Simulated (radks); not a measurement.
The numbers below are computed, except where a source is named.
Q: All-electron atom: Mg+ in [Ne] 3s1. Code: a radial shooting solver on a logarithmic mesh with Libxc functionals. Model: scalar-relativistic Kohn-Sham, Slater X-alpha with alpha = 1.02, spin-unpolarised, spherical densities, point nucleus. Some entries of the table are withheld. Estimate them.

orbital  occ.  eigenvalue (eV)  <r> (bohr)
1s          2        -1306.076      0.1296
2s          2              (1)      0.6786
2p          6         -65.7973         (2)
3s          1         -13.0213       2.603

A: 
(1) 2s eigenvalue (eV): -98.9616
(2) 2p <r> (bohr): 0.6559
